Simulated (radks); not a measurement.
Q: Zr13+, configuration [Ar] 3d8.5 4s0.5 (fractional occupations, a model configuration). All-electron calculation, Dirac Kohn-Sham, BLYP, spin-unpolarised, spherical densities, finite nucleus; open shells are shared between the two j in proportion to 2j + 1; Fermi nuclear charge, rms radius 4.2694 fm. Program: a radial shooting solver on a logarithmic mesh with Libxc functionals. Some entries of the table are withheld. Estimate them.

orbital  occ.  eigenvalue (eV)  <1/r> (bohr^-1)  <r> (bohr)
1s1/2       2        -18134.28            41.26     0.03706
2s1/2       2        -2777.100            9.352      0.1621
2p1/2       2        -2569.758            9.326      0.1385
2p3/2       4        -2483.625            8.923      0.1428
3s1/2       2        -690.0778            3.238      0.4483
3p1/2       2        -612.8222            3.145      0.4420
3p3/2       4        -598.2477            3.049      0.4514
3d3/2     3.4              (1)            2.878      0.4253
3d5/2     5.1              (2)            2.853      0.4283
4s1/2     0.5        -279.7541            1.399       1.001
4p1/2       0        -253.3133            1.333       1.037
4p3/2       0        -249.8224            1.308       1.052
4d3/2       0        -206.6095              (3)       1.122
4d5/2       0        -205.9771              (4)       1.126
4f5/2       0        -163.1315           0.9660       1.193
4f7/2       0        -163.0584           0.9649       1.194
5s1/2       0        -154.3369           0.7933       1.775

A: 
(1) 3d3/2 eigenvalue (eV): -463.2465
(2) 3d5/2 eigenvalue (eV): -460.4641
(3) 4d3/2 <1/r> (bohr^-1): 1.187
(4) 4d5/2 <1/r> (bohr^-1): 1.182
